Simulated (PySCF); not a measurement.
**Atomic charges against the basis set**

Compound: C2H10OSi2.
Numbering: `[CH3:1][C@H:2]([SiH3:3])[O:4][SiH3:5]` (hydrogens: H6, H7, H8 on C1; H9 on C2; H10, H11, H12 on Si3; H13, H14, H15 on Si5)

PBE0 throughout (PySCF), one geometry, spherical d and f functions. The structure is a single PBE0-D3(BJ)/def2-SVP conformer in the gas phase; no vibrational or solvent corrections. Atoms taken as equivalent share a column and are averaged. The first 7 of 9 kinds of atom are listed.

Mulliken charges (e):

```csv
basis,functions,C1,C2,Si3,O4,Si5,H6/H7/H8,H9
STO-3G,43,-0.246,-0.114,+0.542,-0.379,+0.647,+0.077,+0.055
6-31G,73,-0.491,-0.184,+0.572,-0.736,+0.810,+0.180,+0.176
pcSseg-0,73,-0.622,-0.462,+0.597,-0.826,+0.774,+0.242,+0.259
6-31G*,98,-0.555,-0.073,+0.364,-0.596,+0.579,+0.189,+0.169
cc-pVDZ,128,-0.063,-0.047,+0.258,-0.440,+0.422,+0.054,+0.043
def2-SVP,128,-0.059,-0.101,+0.388,-0.510,+0.544,+0.054,+0.058
"6-311+G(2d,p)",211,-0.482,-0.297,+0.398,-0.528,+0.679,+0.160,+0.139
aug-cc-pVDZ,213,+0.417,+0.682,-0.797,-0.833,-0.348,-0.158,-0.327
def2-TZVP,227,-0.381,-0.024,+0.161,-0.349,+0.279,+0.132,+0.086
IGLO-III,293,-0.393,-0.186,+0.724,-0.472,+0.888,+0.129,+0.098
cc-pVTZ,298,-0.294,+0.013,+0.166,-0.346,+0.263,+0.107,+0.076
```

IAO charges (e):

| basis | functions | C1 | C2 | Si3 | O4 | Si5 | H6/H7/H8 | H9 |
| --- | --- | --- | --- | --- | --- | --- | --- | --- |
| STO-3G | 43 | -0.407 | -0.239 | +0.637 | -0.467 | +0.755 | +0.131 | +0.104 |
| 6-31G | 73 | -0.441 | -0.154 | +0.459 | -0.595 | +0.677 | +0.150 | +0.127 |
| pcSseg-0 | 73 | -0.432 | -0.171 | +0.451 | -0.591 | +0.676 | +0.148 | +0.128 |
| 6-31G* | 98 | -0.422 | -0.154 | +0.578 | -0.632 | +0.820 | +0.143 | +0.121 |
| cc-pVDZ | 128 | -0.421 | -0.148 | +0.571 | -0.630 | +0.809 | +0.142 | +0.121 |
| def2-SVP | 128 | -0.412 | -0.154 | +0.593 | -0.629 | +0.829 | +0.139 | +0.119 |
| 6-311+G(2d,p) | 211 | -0.433 | -0.162 | +0.604 | -0.650 | +0.847 | +0.147 | +0.126 |
| aug-cc-pVDZ | 213 | -0.431 | -0.150 | +0.572 | -0.641 | +0.812 | +0.146 | +0.124 |
| def2-TZVP | 227 | -0.434 | -0.162 | +0.612 | -0.652 | +0.858 | +0.146 | +0.126 |
| IGLO-III | 293 | -0.435 | -0.163 | +0.612 | -0.652 | +0.856 | +0.147 | +0.126 |
| cc-pVTZ | 298 | -0.435 | -0.159 | +0.597 | -0.648 | +0.843 | +0.147 | +0.126 |

Hirshfeld charges (e):

| basis | functions | C1 | C2 | Si3 | O4 | Si5 | H6/H7/H8 | H9 |
| --- | --- | --- | --- | --- | --- | --- | --- | --- |
| STO-3G | 43 | -0.055 | +0.009 | +0.347 | -0.253 | +0.428 | +0.013 | -0.005 |
| 6-31G | 73 | -0.102 | -0.016 | +0.273 | -0.261 | +0.374 | +0.042 | +0.033 |
| pcSseg-0 | 73 | -0.112 | -0.014 | +0.301 | -0.246 | +0.397 | +0.036 | +0.021 |
| 6-31G* | 98 | -0.100 | -0.020 | +0.275 | -0.230 | +0.357 | +0.042 | +0.037 |
| cc-pVDZ | 128 | -0.116 | -0.029 | +0.295 | -0.208 | +0.367 | +0.042 | +0.031 |
| def2-SVP | 128 | -0.119 | -0.028 | +0.302 | -0.213 | +0.375 | +0.042 | +0.031 |
| 6-311+G(2d,p) | 211 | -0.122 | -0.044 | +0.307 | -0.236 | +0.384 | +0.045 | +0.036 |
| aug-cc-pVDZ | 213 | -0.130 | -0.044 | +0.302 | -0.233 | +0.380 | +0.046 | +0.037 |
| def2-TZVP | 227 | -0.124 | -0.041 | +0.300 | -0.226 | +0.375 | +0.046 | +0.036 |
| IGLO-III | 293 | -0.131 | -0.041 | +0.299 | -0.227 | +0.372 | +0.045 | +0.036 |
| cc-pVTZ | 298 | -0.125 | -0.037 | +0.296 | -0.220 | +0.371 | +0.045 | +0.036 |

ESP-fitted charges (e):

```csv
basis,functions,C1,C2,Si3,O4,Si5,H6/H7/H8,H9
STO-3G,43,-0.496,+0.166,+0.204,-0.312,+0.427,+0.132,+0.040
6-31G,73,-0.487,+0.237,+0.221,-0.544,+0.612,+0.142,+0.064
pcSseg-0,73,-0.543,+0.229,+0.276,-0.569,+0.740,+0.155,+0.063
6-31G*,98,-0.490,+0.244,+0.155,-0.404,+0.456,+0.138,+0.049
cc-pVDZ,128,-0.445,+0.246,+0.109,-0.362,+0.385,+0.126,+0.041
def2-SVP,128,-0.432,+0.227,+0.155,-0.391,+0.462,+0.124,+0.046
"6-311+G(2d,p)",211,-0.544,+0.241,+0.113,-0.358,+0.375,+0.154,+0.059
aug-cc-pVDZ,213,-0.527,+0.223,+0.124,-0.346,+0.386,+0.150,+0.059
def2-TZVP,227,-0.535,+0.256,+0.121,-0.349,+0.385,+0.149,+0.048
IGLO-III,293,-0.520,+0.221,+0.132,-0.343,+0.382,+0.148,+0.058
cc-pVTZ,298,-0.510,+0.239,+0.132,-0.345,+0.394,+0.143,+0.049
```

Some averages cover members that differ in this geometry, most widely: H6/H7/H8, Mulliken in aug-cc-pVDZ -0.211 to -0.107; H6/H7/H8, ESP-fitted in 6-31G +0.128 to +0.159; H6/H7/H8, ESP-fitted in pcSseg-0 +0.143 to +0.169 e.

**Question.** Which scheme is steadiest as the basis changes?

**Answer.** Largest range over the bases for any column: Hirshfeld 0.08 e, IAO 0.19 e, ESP-fitted 0.37 e, Mulliken 1.52 e. Hirshfeld charges move least and Mulliken charges most, counted in e. Without the minimal STO-3G basis the ranges are Hirshfeld 0.05, IAO 0.18, ESP-fitted 0.37, Mulliken 1.52 e.

**Question.** How much do the charges still move between the two largest bases, IGLO-III and cc-pVTZ?

**Answer.** At most, over all atoms: Mulliken 0.626 e, IAO 0.015 e, Hirshfeld 0.007 e, ESP-fitted 0.018 e.

**Question.** What do the same runs give for the total energy, the frontier levels and the dipole moment?

**Answer.** 
```csv
basis,energy (Eh),HOMO (eV),LUMO (eV),μ (D)
STO-3G,-727.3377,-3.76,6.85,0.80
6-31G,-735.8493,-7.56,0.55,1.75
pcSseg-0,-734.9442,-7.77,0.54,1.51
6-31G*,-735.9698,-7.68,0.58,1.35
cc-pVDZ,-736.0097,-7.73,0.56,1.25
def2-SVP,-735.7156,-7.81,0.57,1.28
"6-311+G(2d,p)",-736.0812,-7.89,-0.14,1.28
aug-cc-pVDZ,-736.0240,-7.85,-0.22,1.24
def2-TZVP,-736.0977,-7.86,0.13,1.23
IGLO-III,-736.1023,-7.88,0.17,1.24
cc-pVTZ,-736.0955,-7.85,0.23,1.22
```

The dipole is fixed by the density alone, so its range of 0.95 D shows that the density itself changes with the basis, not only its division among atoms.
